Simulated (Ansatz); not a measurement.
`CNC[SiH2]Cl` and `CNCCN` differ in one atom or group.

Ansatz, PBE0-D4/def2-TZVP geometries, multiplicity 1. Each molecule was computed in one conformer, which needn't be the lowest.

```csv
property,`CNC[SiH2]Cl`
HOMO–LUMO gap (PBE0/def2-TZVPP) / eV,7.11
LUMO energy (PBE/def2-TZVPP) / eV,-0.42
size of the dipole moment (B3LYP/def2-TZVPP) / D,2.15
HOMO energy (PBE0/def2-TZVPP) / eV,-6.61
size of the dipole moment (ωB97M-V/def2-TZVPP) / D,2.14
HOMO–LUMO gap (PBE/def2-TZVPP) / eV,4.79
```

Give the same properties after the change, and the shifts. (Estimate.)

Ansatz gave: 
```json
{"property": "HOMO–LUMO gap (PBE0/def2-TZVPP) / eV", "`CNCCN`": "7.64", "shift": "0.53"}
{"property": "LUMO energy (PBE/def2-TZVPP) / eV", "`CNCCN`": "0.28", "shift": "0.70"}
{"property": "size of the dipole moment (B3LYP/def2-TZVPP) / D", "`CNCCN`": "1.84", "shift": "-0.31"}
{"property": "HOMO energy (PBE0/def2-TZVPP) / eV", "`CNCCN`": "-6.54", "shift": "0.07"}
{"property": "size of the dipole moment (ωB97M-V/def2-TZVPP) / D", "`CNCCN`": "1.88", "shift": "-0.26"}
{"property": "HOMO–LUMO gap (PBE/def2-TZVPP) / eV", "`CNCCN`": "5.40", "shift": "0.61"}
```

With PBE0 the HOMO rises by 0.07 eV and the LUMO rises by 0.61 eV, so the gap widens by about 0.54 eV. PBE moves the HOMO by 0.08 eV and ωB97M-V by 0.04 eV. Dipoles are sizes alone; their direction can turn.

B3LYP here is the variant with VWN-RPA as its local correlation; programs differ in this.
